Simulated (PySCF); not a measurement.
Compound: C4ClNS3.
Bonds: N1–C2 (triple), C2–C3, C3–S4, S4–C5, C5–S6 (double), C5–S7, S7–C8, C8–Cl9, C3–C8 (double).

Probes without a nucleus sit at each ring's centroid and 1 Å off its mean plane on both sides; NICS is minus the shielding there, NICSzz its component along the normal. Level: GIAO PBE0/pcSseg-1 (PySCF, non-relativistic, gas phase) on the GFN2-xTB geometry, one conformer.

Ring bond lengths (Å), with Mayer bond orders in brackets: C3–S4 1.754 (1.03), S4–C5 1.752 (1.01), C5–S7 1.767 (0.98), S7–C8 1.740 (1.07), C8–C3 1.357 (1.47).

Question: Give the NICS values of each ring in ppm.

Answer: 
```
          ring                                                             type  NICS(0)  NICS(1), two faces  NICS(1)zz, two faces  rms pucker (Å)  centre to ring atoms, mean (Å)
C3–S4–C5–S7–C8  5-membered ring with 2 S; bonds drawn aromatic by RDKit's count     -6.9         -5.1 / -5.1           -4.7 / -4.7            0.00                            1.42
```

Question: What can be read from them?

Answer: 
- C3–S4–C5–S7–C8: mean NICS(1)zz -4.7 ppm, shielded. That is too small in size for a clear verdict by the NICS criterion.

Question: And the bond-length index? HOMA = 1 − mean of α(R − Ropt)² over the ring bonds, with Krygowski's 1993 parameters (CC: Ropt 1.388 Å, α 257.7 Å⁻²; CS: Ropt 1.677 Å, α 94.09 Å⁻²).

Answer: 
- C3–S4–C5–S7–C8: HOMA 0.50; the largest term is that of C5–S7, α(R − Ropt)² = 0.76.

Question: At the second NICS(1) probe listed for ring C3–S4–C5–S7–C8, 1 Å off the ring, what do the in-plane components average?

Answer: The isotropic value is a third of the trace: (3 × -5.1 − (-4.7))/2 = -5.3 ppm.

Question: How shielded are the nuclei of the rings and their hydrogens (means over atoms taken as equivalent)?

Answer: 
| atoms | environment | σ isotropic (ppm) | principal values of the symmetric part, first atom (ppm) |
| --- | --- | --- | --- |
| C3 | unsaturated ring carbon | 71.8 | 2.1, 101.8, 111.5 |
| S4 | ring sulfur | 121.6 | -209.6, 262.7, 311.8 |
| C5 | thiocarbonyl carbon | -29.7 | -166.5, 7.2, 70.3 |
| S7 | ring sulfur | 120.1 | -203.2, 243.8, 319.8 |
| C8 | unsaturated ring carbon | 34.1 | -45.3, 54.1, 93.4 |
